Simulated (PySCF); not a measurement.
Vertical excitations of a molecule C₅H₉F from PySCF 2.14.0 with TDDFT-PBE/def2-SVPD, as energy in eV (oscillator strength): 7.34 (0.004), 7.45 (0.000), 7.61 (0.007), 7.72 (0.001), 7.75 (0.035), 7.84 (0.009), 7.93 (0.001), 7.97 (0.021), 8.09 (0.040), 8.22 (0.010). Lowest triplet (TDA): 7.25 eV. Coordinates come from a B3LYP-D3(BJ)/def2-SVP optimisation. The values are those of a single conformer.

Question: Pick the molecule that these values belong to.
A. C=C[C@H](F)CC
B. C=C(C)[C@H](C)F
C. C/C=C/[C@@H](C)F
D. C[C@H](F)C1CC1

Answer: D, C[C@H](F)C1CC1
